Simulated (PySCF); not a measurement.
Si(H)(Me)(OMe)2, SMILES CO[SiH](C)OC (C₃H₁₀O₂Si), GFN2-xTB optimised geometry.

```
16

Si    -1.44    -0.84     0.00
C     -1.82    -1.93     1.50
O      0.19    -0.84     0.00
C      1.04    -0.23    -0.93
O     -2.09    -1.34    -1.41
C     -2.03    -2.59    -2.03
H     -2.03     0.49     0.00
H     -1.31    -2.89     1.44
H     -2.89    -2.13     1.55
H     -1.52    -1.46     2.42
H      0.69    -0.37    -1.95
H      2.03    -0.68    -0.82
H      1.11     0.84    -0.73
H     -2.59    -3.33    -1.46
H     -0.99    -2.94    -2.12
H     -2.46    -2.50    -3.03
```

Density from PBE0/def2-TZVP run with PySCF 2.14.0 at that geometry.

Minimum of the electron density along straight lines between bonded atoms, close to the bond critical point (lines longer than 1.1 times the sum of covalent radii, or with two minima, are not listed):

```
bond    length / Å  ρ at the minimum / e bohr⁻³  ∇²ρ there / e bohr⁻⁵  position (fraction from the first atom)
------  ----------  ---------------------------  --------------------  ---------------------------------------
Si1–C2       1.892                        0.121                  0.15                                     0.39
Si1–O3       1.630                        0.141                  0.89                                     0.41
O3–C4        1.399                        0.262                 -0.48                                     0.66
Si1–O5       1.632                        0.140                  0.89                                     0.41
O5–C6        1.400                        0.262                 -0.50                                     0.65
Si1–H7       1.457                        0.129                  0.18                                     0.49
C2–H8        1.087                        0.274                 -0.91                                     0.64
C2–H9        1.085                        0.275                 -0.92                                     0.64
C2–H10       1.084                        0.275                 -0.92                                     0.64
C4–H11       1.092                        0.284                 -1.00                                     0.64
C4–H12       1.091                        0.285                 -1.01                                     0.65
C4–H13       1.093                        0.284                 -1.00                                     0.64
C6–H14       1.093                        0.284                 -1.00                                     0.64
C6–H15       1.093                        0.283                 -1.00                                     0.64
C6–H16       1.091                        0.286                 -1.02                                     0.65
```
